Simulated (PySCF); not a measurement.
Computed shifts of a molecule C₄H₇BFN, PySCF with PBE/pcSseg-1, GIAO, gas phase, equivalent atoms averaged, in ppm (number of nuclei): ¹⁹F: -328.0 (1). ¹³C: 159.4 (1), 139.3 (1), 83.9 (1), 61.9 (1). ¹⁵N: 138.2 (1). ¹H: 7.54 (1), 6.65 (1), 5.35 (2), 5.30 (1), 4.39 (2). References: ¹⁹F against CFCl3 (σ = 133.6 ppm); ¹³C against TMS (σ = 182.0 ppm); ¹¹B against BF3 (σ = 83.9 ppm); ¹⁵N against NH3 (σ = 267.0 ppm); ¹H against TMS (σ = 31.49 ppm), references at their B3LYP-D3(BJ)/def2-TZVP geometries, non-relativistic. The structure is a stationary point at PBE0-D3(BJ)/def2-SVP. The values are those of a single conformer.

Q: Which structure fits?
(A) FCB1C=CCN1
(B) NB1CC=C(F)C1
(C) CC1=C[C@@H](F)B1N
(D) CB1C=C(F)N1C

A: A, FCB1C=CCN1
